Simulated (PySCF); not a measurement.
# Do core-level shifts follow atomic charges?

Compound: 3-methoxypropanoic acid, C4H8O3.
SMILES with atom numbers: `[CH3:1][O:2][CH2:3][CH2:4][C:5](=[O:6])[OH:7]`

Geometry (PBE0-D3(BJ)/def2-SVP, Å), atoms numbered from 1 in this order:
```xyz
15
C4H8O3 angstrom
C     -2.6337   -0.5008    0.0298
O     -1.4096   -0.2295   -0.5761
C     -0.3681   -0.0714    0.3391
C      0.8979    0.2224   -0.4316
C      2.0921    0.3797    0.4628
O      2.0686    0.3603    1.6663
O      3.2217    0.5569   -0.2337
H     -2.6092   -1.4441    0.6113
H     -2.9458    0.3105    0.7174
H     -3.3899   -0.5984   -0.7616
H     -0.5778    0.7526    1.0504
H     -0.2315   -0.9828    0.9560
H      1.1012   -0.5742   -1.1647
H      0.7823    1.1450   -1.0243
H      3.9323    0.6572    0.4184
```

Binding energies: delta-SCF UKS SCAN, pcX-2 on the ionised atom, pcseg-1 elsewhere, spin-free X2C in PySCF. Charges: PBE0/pcSseg-1 ground-state density, for the ionised atom.

```json
{"atom": "O6", "environment": "acid carbonyl oxygen", "O 1s (eV)": "538.02", "Mulliken (e)": "-0.410", "IAO (e)": "-0.471", "Hirshfeld (e)": "-0.268", "ESP (e)": "-0.584"}
{"atom": "O2", "environment": "ether oxygen", "O 1s (eV)": "538.58", "Mulliken (e)": "-0.513", "IAO (e)": "-0.385", "Hirshfeld (e)": "-0.141", "ESP (e)": "-0.370"}
{"atom": "O7", "environment": "acid hydroxyl oxygen", "O 1s (eV)": "540.21", "Mulliken (e)": "-0.359", "IAO (e)": "-0.480", "Hirshfeld (e)": "-0.172", "ESP (e)": "-0.617"}
```

Problem. How well does each charge scheme correlate with the binding energies over these sites?

Solution. Mulliken: r = 0.57, slope 8.3 eV per e; Hirshfeld: r = 0.51, slope 8.8 eV per e; IAO: r = -0.35, slope -7.7 eV per e; ESP: r = -0.39, slope -3.3 eV per e. Mulliken charges have the highest r, on only 3 points.

Problem. The point-charge model writes a binding energy as kq + V + constant, with V the potential of the other atoms' charges at the site. What does it give with the IAO charges?

Solution. V = Σ 14.40 eV Å × q/r over all other atoms: +5.61 eV at O6, +1.96 eV at O2, +8.18 eV at O7. Fitting binding energy − V to q gives k = 48.7 eV per e and leaves an rms residual of 0.03 eV, against 0.87 eV for the fit on q alone. The model has no term for differences in relaxation between sites.

Isolated species at its PBE0-D3(BJ)/def2-SVP geometry (one conformer only).
